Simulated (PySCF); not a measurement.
Isomers of C5H8ClN, one GFN2-xTB conformer each. Single-point energies are computed at CAM-B3LYP/def2-SVPD (PySCF, gas phase, no added dispersion term), electronic only.

```csv
SMILES,GFN2-xTB relative energy (kJ/mol)
C[C@H](C#N)[C@@H](C)Cl,0.0
C[C@@H](Cl)[C@@H](C)C#N,2.1
```

Conformers: `[CH3:1][C@H:2]([C:3]#[N:4])[C@@H:5]([CH3:6])[Cl:7]` with C1–C2–C5–C6 179°; `[CH3:1][C@@H:2]([Cl:3])[C@@H:4]([CH3:5])[C:6]#[N:7]` with C1–C2–C4–C5 -56°.

Problem. What does CAM-B3LYP/def2-SVPD give for the same structures?

Solution. 
```
                 SMILES  CAM-B3LYP/def2-SVPD E (Eh)  CAM-B3LYP/def2-SVPD (kJ/mol)  GFN2-xTB (kJ/mol)  point group
 C[C@H](C#N)[C@@H](C)Cl                  -709.85449                           0.0                0.0           C1
C[C@@H](Cl)[C@@H](C)C#N                  -709.85410                           1.0                2.1           C1
```

Both levels put the same isomer lowest. Neighbours under 10 kJ/mol apart (C[C@H](C#N)[C@@H](C)Cl and C[C@@H](Cl)[C@@H](C)C#N) can change places with a better method, another conformer or zero-point energy. C[C@H](C#N)[C@@H](C)Cl and C[C@@H](Cl)[C@@H](C)C#N are stereoisomers, 1.0 kJ/mol apart in the conformers taken.

Problem. Which frontier levels, dipoles and rotational constants go with these structures?

Solution. 
```csv
SMILES,"HOMO (eV, CAM-B3LYP/def2-SVPD)",LUMO (eV),dipole (D),"A, B, C (MHz)"
C[C@H](C#N)[C@@H](C)Cl,-10.24,0.88,1.98,"3669, 1457, 1092"
C[C@@H](Cl)[C@@H](C)C#N,-10.30,0.92,2.12,"3818, 1324, 1204"
```
